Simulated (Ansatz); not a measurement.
Species: sum formula SiN2H4F, net charge 0, doublet state. It need not be the lowest isomer of its formula. SMILES: [Si](F)(N)N
Geometry from a B3LYP-D3(BJ)/def2-TZVP (Ansatz, a quantum-chemistry and plane-wave program) optimisation:
```xyz
8

N     -1.3171    -0.6026     0.5682
Si     0.1617    -0.2736    -0.2419
N      1.3056     0.1039     0.9665
F     -0.2228     0.9360    -1.2476
H     -1.3518    -1.3367     1.2590
H     -2.1884    -0.5272     0.0649
H      2.2958     0.0787     0.7897
H      1.0660     0.6830     1.7590
```
Charge 0, spin multiplicity 2.

Quantity: atomisation energy (electronic, to ground-state atoms), in kJ/mol. Correlated levels leave the core frozen unless marked. Open shells are spin-unrestricted. No spin-orbit coupling. No relativistic terms. The coupled-cluster limit lacks core correlation, which all-electron functionals hold. Basis-set limits of correlation are two-point, X^-3; Hartree-Fock from the larger set.

| level | program | atomisation energy (kJ/mol) |
|---|---|---|
| PBE0/STO-3G | Ansatz | 2817.9 |
| PBE0-D3(BJ)/def2-TZVP | Ansatz + dftd3 | … |
| CAM-B3LYP-D4/def2-TZVPD | Ansatz + dftd4 | 2881.7 |
| B2GP-PLYP-D3(BJ)/def2-TZVPD | Ansatz + dftd3 | 2816.1 |
| CCSD(T) with core electrons (1s frozen past Ne)/cc-pwCVTZ | Ansatz | … |
| CCSD(T)/CBS(aug-cc-pV(T+d)Z,aug-cc-pV(Q+d)Z) | Ansatz | … |

Question: Fill in the missing entries.

Answer: 
- PBE0-D3(BJ)/def2-TZVP, atomisation energy (kJ/mol): 2829.8
- CCSD(T) with core electrons (1s frozen past Ne)/cc-pwCVTZ, atomisation energy (kJ/mol): 2756.0
- CCSD(T)/CBS(aug-cc-pV(T+d)Z,aug-cc-pV(Q+d)Z), atomisation energy (kJ/mol): 2862.7
